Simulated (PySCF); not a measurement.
PySCF 2.14 output of a UHF calculation on a single atom or ion in def2-TZVPPD with the def2 core potential (60 electrons) (6s5p3d2f1g, 59 functions), with a scalar-relativistic core potential:

```
SCF conv_tol = 1e-09
number electrons alpha = 10  beta = 7
cycle= 1 E= -118.110131910933  delta_E= -0.00722  |g|= 0.0316  |ddm|= 0.0315
cycle= 2 E= -118.110373204795  delta_E= -0.000241  |g|= 0.00638  |ddm|= 0.00686
cycle= 3 E= -118.110385907557  delta_E= -1.27e-05  |g|= 0.000778  |ddm|= 0.00342
cycle= 4 E= -118.110386332171  delta_E= -4.25e-07  |g|= 0.000309  |ddm|= 0.000786
cycle= 5 E= -118.110386407839  delta_E= -7.57e-08  |g|= 3.44e-05  |ddm|= 0.000477
cycle= 6 E= -118.110386408821  delta_E= -9.82e-10  |g|= 4.53e-06  |ddm|= 5.24e-05
converged SCF energy = -118.110386408821  <S^2> = 3.7534516  2S+1 = 4.0017254
```

The run itself started from symmetry-adapted Hartree-Fock orbitals and held the occupation by maximum overlap, so the iterations belong to that start.

Task: Which element, charge and spin multiplicity is this?

Result: Pt⁺ (platinum, charge +1), multiplicity 4; the state was [Xe] 4f14 5d8 6s1, high-spin 4F determinant (an excited configuration).

Energies and moments cover only the electrons outside the core potential. Spin-orbit coupling, absent here, splits the open shell strongly.
